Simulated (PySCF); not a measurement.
C₃H₁₅PSi₃.
Cartesian coordinates in Å at the PBE0-D3(BJ)/def2-SVP level; atoms count from 1:
```
atom  x, y, z in Å
C1    -3.107   -0.031   -0.387
C2    -2.581    0.435    0.963
C3    -1.072    0.693    0.990
Si4    0.023   -0.810    0.662
P5     2.147   -0.269    1.237
Si6    3.174   -1.990    0.201
Si7    2.482    1.263   -0.387
H8    -4.199   -0.163   -0.366
H9    -2.666   -0.995   -0.689
H10   -2.873    0.698   -1.180
H11   -3.105    1.361    1.256
H12   -2.838   -0.309    1.736
H13   -0.804    1.477    0.259
H14   -0.770    1.086    1.976
H15   -0.043   -1.263   -0.765
H16   -0.390   -1.958    1.530
H17    2.808   -2.110   -1.246
H18    2.789   -3.252    0.903
H19    4.651   -1.796    0.310
H20    1.940    0.835   -1.716
H21    3.951    1.504   -0.518
H22    1.813    2.537    0.014
```

Method: PBE0-D3(BJ)/def2-SVP geometry optimisation, gas phase in PySCF.

Take the most abundant isotopes and a rigid rotor. The values belong to one conformer with, in the numbering `[CH3:1][CH2:2][CH2:3][SiH2:4][P:5]([SiH3:6])[SiH3:7]`, C1–C2–C3–Si4 -63°, C2–C3–Si4–P5 -167°, C3–Si4–P5–Si6 -165°.

Question: Give the principal moments of inertia and the rotational constants in MHz.

Answer: Ia = 272.10, Ib = 885.81, Ic = 1013.87 u·Å²; 505379 MHz·u·Å²/I gives A = 1857, B = 570.5, C = 498.5 MHz.

Question: What kind of rotor is it?

Answer: An asymmetric top: κ = (2 × 570.5 − 1857 − 498.5)/(1857 − 498.5) = -0.89.

Question: Is it planar, by Δ = Ic − Ia − Ib?

Answer: Not planar: Δ = Ic − Ia − Ib = -144.04 u·Å². For a rigid frame Δ = −2 Σ m c², so Σ m c² = 72.02 u·Å² lies off the ab plane: 20.32 from hydrogen and 51.70 from heavier atoms. The atom farthest from that plane is 1.88 Å away.

Question: Give the other two planar moments, Paa and Pbb, and the rms extents of the mass along the axes.

Answer: Paa = Σ m a² = (Ib + Ic − Ia)/2 = 813.79 and Pbb = Σ m b² = (Ia + Ic − Ib)/2 = 200.08 u·Å². With the mass M = 166.02 u, the rms extents √(P/M) along a, b and c are 2.21, 1.10, 0.66 Å.

Question: List the rotational levels J(Ka,Kc) to J = 4 (K).

Answer: Above 0(0,0), as E/k:
J = 1: 1(0,1) 0.051, 1(1,1) 0.113, 1(1,0) 0.117
J = 2: 2(0,2) 0.154, 2(1,2) 0.212, 2(1,1) 0.223, 2(2,1) 0.408, 2(2,0) 0.408
J = 3: 3(0,3) 0.307, 3(1,3) 0.361, 3(1,2) 0.382, 3(2,2) 0.562, 3(2,1) 0.562, 3(3,1) 0.879, 3(3,0) 0.879
J = 4: 4(0,4) 0.511, 4(1,4) 0.559, 4(1,3) 0.593, 4(2,3) 0.767, 4(2,2) 0.769, 4(3,2) 1.085, 4(3,1) 1.085, 4(4,1) 1.529, 4(4,0) 1.529
The levels of one J sum to (2J + 1)J(J + 1)(A + B + C)/3.

Question: Which types of transition are allowed, and where do some lines up to J = 2 fall?

Answer: The dipole components are |μa| = 1.25 D, |μb| = 0.30 D, |μc| = 0.50 D. Intensities carry the squares of the components, which stand as 1.00 : 0.06 : 0.16 (a : b : c). Some lines, for components of 0.1 D or more:

```tsv
type	branch	J(Ka,Kc)	MHz	lower level (cm⁻¹)
b	R	2(0,2) ← 1(1,1)	848	0.079
a	R	1(0,1) ← 0(0,0)	1069	0.000
c	Q	2(1,2) ← 2(0,2)	1218	0.107
c	Q	1(1,1) ← 1(0,1)	1287	0.036
b	Q	1(1,0) ← 1(0,1)	1359	0.036
b	Q	2(1,1) ← 2(0,2)	1434	0.107
a	R	2(1,2) ← 1(1,1)	2066	0.079
a	R	2(0,2) ← 1(0,1)	2135	0.036
a	R	2(1,1) ← 1(1,0)	2210	0.081
b	R	1(1,1) ← 0(0,0)	2356	0.000
c	R	1(1,0) ← 0(0,0)	2428	0.000
b	R	2(1,2) ← 1(0,1)	3353	0.036
c	R	2(1,1) ← 1(0,1)	3569	0.036
c	Q	2(2,1) ← 2(1,1)	3860	0.155
b	Q	2(2,0) ← 2(1,1)	3863	0.155
b	Q	2(2,1) ← 2(1,2)	4077	0.147
b	R	2(2,1) ← 1(1,0)	6070	0.081
c	R	2(2,0) ← 1(1,0)	6073	0.081
c	R	2(2,1) ← 1(1,1)	6142	0.079
b	R	2(2,0) ← 1(1,1)	6145	0.079
```

Question: Estimate the classical rotational partition function at 25 K, 100 K and 200 K.

Answer: Point group C1, symmetry number σ = 1; q = (√π/σ)·√((kT/h)³/(ABC)), k/h = 20836.6 MHz/K: 29000 at 25 K, 232000 at 100 K, 656000 at 200 K.

No PBE0-D3(BJ)/def2-SVP frequencies stand behind this structure, so it isn't proved a minimum. No vibrational averaging or centrifugal distortion is included, and the geometry carries the error of its method. A rigid rotor knows nothing of internal rotation, which can split or shift real lines.
